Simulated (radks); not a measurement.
The numbers below are computed, except where a source is named.
Charge is removed step by step from the 3d down level of the selenium ion Se+, starting from [Ar] 3d(up 5, down 5) 4s2 4p3. Code: a radial shooting solver on a logarithmic mesh with Libxc functionals. Model: scalar-relativistic Kohn-Sham, r2SCAN, spin-polarised, spherical densities, finite nucleus; open shells are filled with parallel spins first; meta-GGA in the generalised Kohn-Sham scheme; Fermi nuclear charge, rms radius 4.14 fm.

| removed (e) | E - E(0) (eV) | eigenvalue (eV) | E minus straight line (eV) |
|---|---|---|---|
| 0 | 0.000 | -64.223 | 0.000 |
| 0.1 | 6.533 | -66.466 | -1.048 |
| 0.2 | 13.291 | -68.737 | -1.869 |
| 0.3 | 20.277 | -71.035 | -2.463 |
| 0.4 | 27.495 | -73.361 | -2.825 |
| 0.5 | 34.947 | -75.712 | -2.954 |
| 0.6 | 42.635 | -78.090 | -2.846 |
| 0.7 | 50.562 | -80.493 | -2.499 |
| 0.8 | 58.730 | -82.921 | -1.911 |
| 0.9 | 67.142 | -85.373 | -1.079 |
| 1 | 75.801 | -87.849 | 0.000 |

Removing the whole electron costs 75.801 eV by Delta-SCF, against 64.223 eV from minus the eigenvalue at the starting occupation. Slater's transition state (half an electron removed) gives 75.712 eV. Integrating minus the eigenvalue over the occupation (Janak's theorem) gives 75.820 eV. In this scalar-relativistic scheme the density is built from large components alone, so the theorem holds only approximately. The mean slope of the eigenvalue, de/dn, is 23.6 eV per electron.
